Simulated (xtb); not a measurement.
xtb input:

```bash
xtb mol.xyz --gfn 2 --sp --chrg 1 --uhf 0
```
mol.xyz:
```
8

Si     0.23811438    -0.09486760    -0.06914489
Cl    -0.30317118    -0.32223402     1.83118796
Cl    -1.27922740    -0.17203284    -1.35749433
O      0.81796442     1.61642888    -0.21584395
O      1.63477798    -0.71898156    -0.52130790
H      0.24201552     2.37700724    -0.40353727
H      1.95675954    -1.60483497    -0.32145434
H      1.74646012     1.77893233    -0.46255693
```

**Question.** Which total energy does the run end on?

**Answer.** -20.18825 Eh (GFN2-xTB).

It need not be the lowest isomer of its formula.
